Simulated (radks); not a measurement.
The numbers below are computed, except where a source is named.
All-electron atom: the germanium ion Ge+ in [Ar] 3d10 4s2 4p1. Level of theory: scalar-relativistic Kohn-Sham, PBEsol, spin-unpolarised, spherical densities, finite nucleus; Fermi nuclear charge, rms radius 4.0742 fm (a radial shooting solver on a logarithmic mesh with Libxc functionals).

Unscreened Slater integrals over Kohn-Sham orbitals (eV).

integral,value
"F0(4p,4p)",9.6844
"F2(4p,4p)",5.0372
"F0(4p,4s)",10.680
"G1(4p,4s)",6.9026
"F0(4p,3d)",12.659
"F2(4p,3d)",2.4286
"G1(4p,3d)",0.90898
"G3(4p,3d)",0.77809
"F0(4p,3p)",12.769
"F2(4p,3p)",2.0917
"G0(4p,3p)",0.49619
"G2(4p,3p)",0.56395
"F0(4s,4s)",12.110
"F0(4s,3d)",15.448
"G2(4s,3d)",1.4978
"F0(4s,3p)",15.638
"G1(4s,3p)",0.93215
"F0(3d,3d)",34.334
"F2(3d,3d)",15.970
"F4(3d,3d)",9.9525
"F0(3d,3p)",35.941
"F2(3d,3p)",17.011
"G1(3d,3p)",20.864
"G3(3d,3p)",12.743
"F0(3p,3p)",37.993
"F2(3p,3p)",18.973

Derived for the open shells (J is the average intra-shell exchange parameter used in DFT+U). 4p: J = F2/5 = 1.007 eV.
